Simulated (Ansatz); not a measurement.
```yaml
crystal:
  periodic: [false, false, false]
  atoms:
    - {symbol: N, position_ang: [-1.162856, 0.273104, 0.165794]}
    - {symbol: Ta, position_ang: [0.690518, -0.183135, -0.116537]}
    - {symbol: F, position_ang: [0.729118, -1.689332, -1.292934]}
    - {symbol: S, position_ang: [1.456287, -0.683072, 1.866263]}
    - {symbol: Cl, position_ang: [1.827402, 1.551805, -1.056396]}
    - {symbol: H, position_ang: [-1.670623, 0.287958, 1.091217]}
    - {symbol: H, position_ang: [-1.825957, 0.497383, -0.585504]}
basis:
  gaussian: {orbitals: def2-mTZVPP}
magnetization: {spin_polarized: true, initial_magnetization: 1}
hamiltonian: {xc: {name: HF}, pseudopotentials: {relativity: scalar}}
correlation: {method: rpa}
accuracy: high
```

```sh
$ ansatz run in.yaml --threads 4 --pin off --events-out ev --progress --plain --max-ram 10444MiB
```

Q: How does Ansatz answer? (Estimate.)

A: The calculation gave: The input was rejected before any iteration.
```
Error: a molecule whose nuclei and cores have a total charge of 64 cannot have a net charge of 0 together with 1 unpaired electrons
```
